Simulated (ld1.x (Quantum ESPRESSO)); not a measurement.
Transferability test, RRKJ potential for lutetium (Lu)

Lu (Z = 71), norm-conserving RRKJ (Kleinman–Bylander form), made with ld1.x (Quantum ESPRESSO) 7.5 (PBE, fully relativistic). Core [Kr] 4d10 5s2, reference 4f14 5p6 5d1 6s2 6p0. Waves: 6s (bound): rc 3.35 bohr; 5p (bound): rc 1.60 bohr; 4f (bound): rc 0.65 bohr; 5d (bound): rc 2.05 bohr. Local part: the d channel. Core correction: Bessel-smoothed model core inside 0.40 bohr. rho0 = 0.02.

Open shells are filled in proportion to 2j + 1 (rel_dist='average').

Energies are relative to the spin-unpolarised reference configuration 4f14 5p6 5d1 6s2 6p0; without spin polarisation the order of configurations can differ from experiment. Not all tests gave a result: 1 of 7 tests not solved or not reliable. Left out of the table: 4f14 5p6 5d1 6s0 6p1 (solver errors, printed error -964 meV). The d channel is local and has no spin–orbit splitting in the pseudo-atom. The frozen-core shift is the all-electron ΔE with the core orbitals held at their reference shape minus the fully relaxed ΔE.

| valence configuration | charge | ΔE all-electron (eV) | error AE − PS (meV) | frozen-core shift (meV) |
| --- | --- | --- | --- | --- |
| 4f14 5p6 5d1 6s1 6p0 | +1 | 7.367 | -2.6 | +0.1 |
| 4f14 5p6 5d0 6s0 6p0 | +3 | 40.595 | -63 | +13 |
| 4f14 5p6 5d1.5 6s1.5 6p0 | 0 | 1.479 | -2.8 | +0.3 |
| 4f13 5p6 5d0 6s0 6p0 | +4 | 87.168 | -877 | +337 |

What are ΔE and the potential's error for 4f13 5p6 5d1 6s2 6p0?

ΔE = 17.422 eV all-electron; the error (AE − PS) is -887 meV.

What are ΔE and the potential's error for 4f14 5p6 5d1 6s0 6p0?

ΔE = 20.647 eV all-electron; the error (AE − PS) is -15 meV.

Levels in the configuration 4f14 5p6 5d0 6s0 6p0:

```
   level  all-electron (eV)  pseudo (eV)
4f j=5/2            -36.996      -37.046
4f j=7/2            -35.467      -35.519
5p j=1/2            -62.991      -63.102
5p j=3/2            -55.915      -56.027
```

A Bessel basis up to 400 Ry misses an occupied level by 0.06 Ry, so cutoffs were not judged. Note: ghost states, extra bound levels that the all-electron valence spectrum of the same l lacks: p3/2 at -260.0 eV, s at -24.5 eV (other channels not judged).
